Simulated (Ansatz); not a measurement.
Si2Ni, relaxed as a singlet with RKS r2SCAN-D4/def2-TZVP in Ansatz, starting from the GFN1-xTB geometry. Force threshold 0.02 eV/Å.

An occupied level lies above an empty one. The structure comes from a short search, and lower isomers may exist.

Start:

Cartesian coordinates in Å:
```
Ni 0.038 -0.528 -0.678
Si 0.834 -0.826 1.236
Si -0.873 1.354 -0.558
```

| step | energy (eV) | largest force component (eV/Å) | SCF passes |
| --- | --- | --- | --- |
| 1 | -56793.8170 | 1.009 | 61 |
| 2 | -56794.4145 | 1.649 | 85 |
| 3 | -56795.1254 | 1.014 | 29 |
| 4 | -56795.3737 | 0.638 | 87 |
| 5 | -56795.3761 | 0.641 | 39 |
| 6 | -56795.3918 | 0.042 | 24 |
| 7 | -56795.3919 | 0.001 | 18 |

Force components are those of the run's own axes.

End:

```
atom    x (Å)    y (Å)    z (Å)
 Ni1   0.0539  -0.7467  -0.9586
 Si2   0.5347  -0.3439   1.0695
 Si3  -0.5886   1.0905  -0.1109
```

Bonds formed: Si2–Si3 (atoms count from 1). The end is the same structure that another start reached, the lowest one found.

No frequencies were taken in this run, so the end may be a saddle point.

It took 22 s on 4 threads of Arm Neoverse V1 on a shared host.
